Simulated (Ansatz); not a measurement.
`[F][GeH2][I]` → `[F][GeH][I]`• + H• at 298.15 K and 1 bar (homolysis of the Ge–H bond).

Calculated with Ansatz (gas phase, PBE0-D4/def2-TZVP geometries, no zero-point term in ΔE). CBS: MP2 limit from def2 TZ/QZ plus the TZ coupled-cluster correction, frozen cores. This one scheme is used for every species, atoms too. No spin–orbit coupling; open shells (•) take unrestricted orbitals. Elements past krypton have def2 core potentials. For Ge, I outer-core shells are correlated without core-valence functions, so the limit isn't a true one: a few kJ/mol of doubt a bond, and 10 to 20 or more in all where bonds break to atoms. Scalar relativity is left out up to krypton.

```
       species  CCSD(T)/CBS energy (Eh)  H − E (kJ/mol)  S (J/(mol·K))
`[F][GeH2][I]`              -2474.61172            64.0          315.1
`[F][GeH][I]`•              -2473.97067            39.8          319.4
            H•                 -0.50000             6.2          114.7
```

H − E and S are ideal-gas, rigid-rotor, harmonic terms from PBE0-D4/def2-TZVP, for one conformer and one mirror image of each species, with the whole ground term of open shells counted as degenerate. 1 Eh = 2625.50 kJ/mol, R = 8.31446 J/(mol·K).

Question: By hand: ΔE, ΔH, ΔS and ΔG.

Answer: ΔE = (-2473.97067) + (-0.50000) − (-2474.61172) = 0.14105 Eh = 370.3 kJ/mol. Δ(H − E) = 39.8 + 6.2 − 64.0 = -18.0, so ΔH = 352.3 kJ/mol. ΔS = 319.4 + 114.7 − 315.1 = 119.0 J/(mol·K). ΔG = 352.3 − 298.15 × (119.0)/1000 = 316.8 kJ/mol.

Question: By hand: the equilibrium constant, and the temperature at which ΔG would vanish if ΔH and ΔS stayed fixed.

Answer: log₁₀ K = −ΔG/(RT ln 10) = -55.5. ΔG = 0 at ΔH/ΔS = 2961 K, far beyond where these terms or the molecules hold.

The number of gas molecules changes by +1, which sets the sign of ΔS. A doubt of 5 kJ/mol in ΔE shifts log₁₀ K by 0.9 here. Other conformers and mirror images would add mixing entropy, several J/(mol·K) or more a flexible species. These are equilibria of isolated gas molecules and say nothing of rates. Largest T1 diagnostic: 0.013 (customary marks: 0.02 for closed shells, 0.045 for open ones).
